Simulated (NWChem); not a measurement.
System: C₃H₈Si; SMILES C=C(C)[SiH3]

Here is an NWChem input.

```
start job
memory heap 200 mb stack 900 mb global 1100 mb
geometry units angstroms
  C     -0.916135     1.377039     0.486815
  C     -0.481167     0.156951     0.202591
  C     -1.348563    -1.044933     0.428717
  Si     1.240849    -0.170767    -0.500585
  H     -0.305384     2.250762     0.330454
  H     -1.902604     1.559487     0.889406
  H     -0.864311    -1.732280     1.121707
  H     -2.319996    -0.766352     0.834224
  H     -1.500953    -1.579464    -0.508415
  H      1.957099     1.094013    -0.661713
  H      1.108202    -0.844015    -1.797028
  H      1.972555    -1.051490     0.416146
end
basis spherical
  * library def2-svp
end
dft
  xc pbe0
  iterations 150
end
driver
  maxiter 120
end
task dft optimize
task dft freq
```

Parts of the log:

```
             Northwest Computational Chemistry Package (NWChem) 7.3.0
             --------------------------------------------------------

 CS  symmetry detected

                             Geometry "geometry" -> ""
                             -------------------------

 Output coordinates in angstroms (scale by  1.889725989 to convert to a.u.)

  No.       Tag          Charge          X              Y              Z
 ---- ---------------- ---------- -------------- -------------- --------------
    1 C                    6.0000     1.29040280     1.13691113     0.00000000
    2 C                    6.0000     0.12132014     0.51093915     0.00000000
    3 C                    6.0000    -1.16646044     1.27882918     0.00000000
    4 Si                  14.0000    -0.02405818    -1.37215931     0.00000000
    5 H                    1.0000     2.22450075     0.59995826     0.00000000
    6 H                    1.0000     1.36843127     2.21505740     0.00000000
    7 H                    1.0000    -1.75730931     1.02080108     0.87834553
    8 H                    1.0000    -0.99114758     2.35353415     0.00000000
    9 H                    1.0000    -1.75730931     1.02080108    -0.87834553
   10 H                    1.0000     1.31046903    -1.97022440     0.00000000
   11 H                    1.0000    -0.76619763    -1.79488703    -1.19250693
   12 H                    1.0000    -0.76619763    -1.79488703     1.19250693

 Effective nuclear repulsion energy (a.u.)     156.8446013986

      Symmetry information
      --------------------

 Group name             Cs
 Group number              2
 Group order               2
 No. of unique centers    10

                                Z-matrix (autoz)
                                --------

 Units are Angstrom for bonds and degrees for angles

[...]

      ----------------------
      Optimization converged
      ----------------------

  Step       Energy      Delta E   Gmax     Grms     Xrms     Xmax
  ---- ---------------- -------- -------- -------- -------- --------
@    6    -408.14448289 -5.8D-08  0.00004  0.00001  0.00016  0.00038
                                     ok       ok       ok       ok

                                Z-matrix (autoz)
                                --------

 Units are Angstrom for bonds and degrees for angles

[...]

 Rotational Constants
 --------------------
 A=   0.284966 cm-1  (  0.409993 K)
 B=   0.142015 cm-1  (  0.204323 K)
 C=   0.099830 cm-1  (  0.143629 K)

 Temperature                      =   298.15K
 frequency scaling parameter      =   1.0000

 Zero-Point correction to Energy  =   59.559 kcal/mol  (  0.094914 au)
 Thermal correction to Energy     =   63.459 kcal/mol  (  0.101129 au)
 Thermal correction to Enthalpy   =   64.051 kcal/mol  (  0.102072 au)

 Total Entropy                    =   76.138 cal/mol-K
   - Translational                =   38.723 cal/mol-K (mol. weight =  72.0395)
   - Rotational                   =   25.482 cal/mol-K (symmetry #  =        1)
   - Vibrational                  =   11.932 cal/mol-K

 Cv (constant volume heat capacity) =   21.808 cal/mol-K
   - Translational                  =    2.979 cal/mol-K
   - Rotational                     =    2.979 cal/mol-K
   - Vibrational                    =   15.849 cal/mol-K

[normal modes left out]

 ----------------------------------------------------------------------------
 Normal Eigenvalue ||           Projected Infra Red Intensities
  Mode   [cm**-1]  || [atomic units] [(debye/angs)**2] [(KM/mol)] [arbitrary]
 ------ ---------- || -------------- ----------------- ---------- -----------
    1        0.000 ||    0.000004           0.000         0.004       0.002
    2        0.000 ||    0.000134           0.003         0.131       0.053
    3        0.000 ||    0.000055           0.001         0.054       0.022
    4        0.000 ||    0.000027           0.001         0.027       0.011
    5        0.000 ||    0.000066           0.002         0.064       0.026
    6        0.000 ||    0.000078           0.002         0.076       0.031
    7      124.183 ||    0.000038           0.001         0.037       0.015
    8      169.182 ||    0.000555           0.013         0.541       0.221
    9      236.846 ||    0.000458           0.011         0.446       0.182
   10      329.039 ||    0.001211           0.028         1.180       0.482
   11      366.107 ||    0.003227           0.074         3.146       1.285
   12      626.504 ||    0.005819           0.134         5.673       2.318
   13      635.175 ||    0.037042           0.855        36.110      14.752
   14      654.505 ||    0.035012           0.808        34.132      13.944
   15      746.547 ||    0.028686           0.662        27.964      11.424
   16      924.006 ||    0.247263           5.705       241.044      98.476
   17      933.624 ||    0.038828           0.896        37.852      15.464
   18      953.158 ||    0.045611           1.052        44.464      18.165
   19      962.135 ||    0.036407           0.840        35.492      14.500
   20      967.137 ||    0.008579           0.198         8.364       3.417
   21     1004.824 ||    0.003543           0.082         3.454       1.411
   22     1051.359 ||    0.000115           0.003         0.112       0.046
   23     1235.811 ||    0.002121           0.049         2.068       0.845
   24     1383.882 ||    0.004287           0.099         4.179       1.707
   25     1420.032 ||    0.001099           0.025         1.072       0.438
   26     1447.732 ||    0.011805           0.272        11.508       4.702
   27     1460.516 ||    0.015778           0.364        15.381       6.284
   28     1704.455 ||    0.001174           0.027         1.145       0.468
   29     2215.233 ||    0.120987           2.791       117.945      48.185
   30     2218.321 ||    0.092377           2.131        90.054      36.790
   31     2239.137 ||    0.101458           2.341        98.906      40.407
   32     3038.756 ||    0.019599           0.452        19.106       7.805
   33     3120.012 ||    0.008491           0.196         8.277       3.382
   34     3133.967 ||    0.013525           0.312        13.185       5.386
   35     3143.897 ||    0.012154           0.280        11.849       4.841
   36     3236.180 ||    0.006311           0.146         6.153       2.514
 ----------------------------------------------------------------------------
```

Level: PBE0/def2-SVP.
